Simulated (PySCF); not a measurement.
Molecular orbitals of Cs₂⁺

UHF at R = 5.489 Å; Cs def2-SVPD with ECP46; scalar-relativistic core potentials (PySCF 2.14). State: ²Σg⁺ (doublet), unpaired electrons σ ↑. Only the outer orbitals are listed.

```
spin  orbital  occ.  ε (eV)  main shells (%)
   α       πu     1  -21.81            100 p
   α       πu     1  -21.81            100 p
   α       σg     1  -21.81            100 p
   α       πg     1  -21.80            100 p
   α       πg     1  -21.80            100 p
   α       σu     1  -21.75            100 p
   α       σg     1   -6.80  70 s, 22 p, 8 d
   α       σu     0   -2.59             94 s
   α       πu     0   -2.13       88 p, 12 d
   α       πu     0   -2.13       88 p, 12 d
   β       πu     1  -21.78            100 p
   β       πu     1  -21.78            100 p
   β       πg     1  -21.78            100 p
   β       πg     1  -21.78            100 p
   β       σg     1  -21.72            100 p
   β       σu     1  -21.69            100 p
   β       σg     0   -2.58            102 s
   β       σu     0   -2.22       76 s, 23 p
   β       πu     0   -1.70            100 p
```

Question: Which are the highest filled and the lowest empty level, where do they sit, and how wide is the gap?

Answer: Highest filled α σg at -6.80 eV (in %: 70 s, 22 p, 8 d); lowest empty α σu at -2.59 eV (in %: 94 s); the gap at UHF is 4.21 eV.

The bond order (Mayer) is 0.50. The ⟨S²⟩ is 0.750 and the polarisability along the bond is 492.6 bohr³. The polarisability across the bond is 304.6 bohr³.

Shares are Mulliken populations and can fall outside 0 to 100 %.

Spin–orbit coupling is left out. The state is the lowest determinant that a PBE0 search found; another state may lie lower at other levels.
